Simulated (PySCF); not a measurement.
C5H5FNO (doublet state).
Cartesian coordinates in Å at the GFN2-xTB level; atoms count from 1:
```xyz
13
C5H5FNO angstrom
C      2.1725    0.3153    0.0840
N      1.2385   -0.6108   -0.4513
C     -0.0434   -0.4120   -0.2656
C     -1.0432   -1.2626   -0.7655
O     -2.2637   -0.8237   -0.4247
C     -2.0701    0.3001    0.2926
F     -3.1691    0.8943    0.7344
C     -0.7754    0.6314    0.4415
H      2.2777    0.1655    1.1657
H      1.8835    1.3615   -0.0709
H      3.1396    0.1260   -0.3808
H     -0.9694   -2.1558   -1.3503
H     -0.3819    1.4713    0.9731
```

The hyperfine couplings belong to this conformer and change with its torsions.

The species is `C[N]c1coc(F)c1` [radical].

Computed with UKS B3LYP, pcH-1 on C F H N O, non-relativistic, mean-field spin-orbit, GIAO in PySCF. Geometry: GFN2-xTB, one conformer, isolated molecule. GFN2-xTB frequencies show an imaginary mode (32i cm⁻¹), so this geometry is no minimum at that level. The geometry wasn't refined by DFT: couplings that depend on bond lengths, twists or pyramidal angles can differ widely from those at the functional's own minimum. The SCF solution wasn't tested for stability. ⟨S²⟩ is 0.774 where a pure state has 0.75.

Problem. The isotropic 13C couplings are +48.9, -45.6, -22.6, +4.4, -3.8 MHz. Assign them to C1; C3; C4; C6; C8.

Solution. 
| site | a_iso (MHz) | ρ(0) (bohr⁻³) | position | distance from N2 (Å) | spin population | largest \|T\| (MHz) |
| --- | --- | --- | --- | --- | --- | --- |
| C1 | -22.6 | -0.0201 | 1 bond from N2 | 1.42 | -0.05 | 2.6 |
| C3 | -45.6 | -0.0406 | 1 bond from N2 | 1.31 | -0.17 | 22.7 |
| C4 | +48.9 | +0.0435 | a main spin site | 2.39 | +0.54 | 93.4 |
| C6 | -3.8 | -0.0034 | 2 bonds from C4 | 3.51 | -0.02 | 3.3 |
| C8 | +4.4 | +0.0039 | 2 bonds from C4 | 2.53 | +0.04 | 4.1 |

Problem. Match the computed a_iso(1H) values +55.5, -39.4, -3.0 MHz (means over equivalent nuclei) with the sites H9/H10/H11; H12; H13.

Solution. 
```
      site  a_iso (MHz)  ρ(0) (bohr⁻³)         position  distance from N2 (Å)  bound to  spin population there  largest |T| (MHz)
H9/H10/H11        +55.5        +0.0124  2 bonds from N2                  2.07        C1                  -0.05                6.8
       H12        -39.4        -0.0088   1 bond from C4                  2.84        C4                  +0.54               22.0
       H13         -3.0        -0.0007  3 bonds from N2                  3.00        C8                  +0.04                3.4
```

ρ(0) is the spin density at the nucleus and T the dipolar tensor; entries for several nuclei are means. The largest Mulliken spin populations are on N2 (+0.57), C4 (+0.54) and C3 (-0.17). The positive populations add up to 1.26 and the negative ones to -0.26, together 2S = 1. Main spin sites, with 60 % or more of the largest population: N2, C4; positions count bonds from the nearest.

β density exceeds α density at some nuclei, such as C3 (-0.0406), C1 (-0.0201) and H12 (-0.0088), spin density in bohr⁻³. In a single determinant that takes different orbitals for the two spins, that is spin polarisation.

Nuclei that the bonding pattern makes equivalent are averaged, as if the motion that swaps them (rotation, inversion, ring flip) were fast. The three 1H nuclei of mean +55.5 MHz run from 8.4 to 105.5 MHz in the frozen geometry.

N2, the radical centre as drawn in `C[N]c1coc(F)c1`, holds a spin population of +0.57 out of 1.
